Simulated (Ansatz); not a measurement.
H$_{6}$NNaSi$_{2}$ from Hartree–Fock to CCSD(T)

Cartesian coordinates in Å:
```
Na 0.241 -1.806 1.792
N 0.168 -0.293 0.263
Si 1.459 0.303 -0.631
Si -1.469 0.044 0.278
H 2.727 -0.386 -0.206
H 1.365 0.084 -2.112
H 1.729 1.769 -0.462
H -2.077 -0.870 1.344
H -2.253 -0.266 -0.960
H -1.890 1.421 0.694
```

The species carries charge 0 and has multiplicity 1. Correlated methods include outer-core shells of Na, which these sets cover unevenly. The bonds changed during the relaxation, so this is another structure than the one it started from. The geometry is a stationary point of PBE0-D4/def2-TZVP. Frozen core, restricted reference, Ansatz. CBS rows extrapolate triple and quadruple zeta; past MP2 they add the triple-zeta difference. For Na the program correlates outer-core shells too, which these sets cover unevenly, so the extrapolated numbers aren't a true limit.

```csv
basis,HF (Eh),MP2 corr.
def2-SVP,-797.42684,-0.38476
def2-TZVPP,-797.76403,-0.64628
def2-QZVPP,-797.79258,-0.70704
```

**Question.** Estimate the CCSD correlation energy and the (T) correction in each basis where they were run (hartree).

**Answer.** 
```
     basis  CCSD corr.       (T)
  def2-SVP    -0.43146  -0.01187
def2-TZVPP    -0.69386  -0.02206
 CBS(def2)    -0.79962     as TZ
```
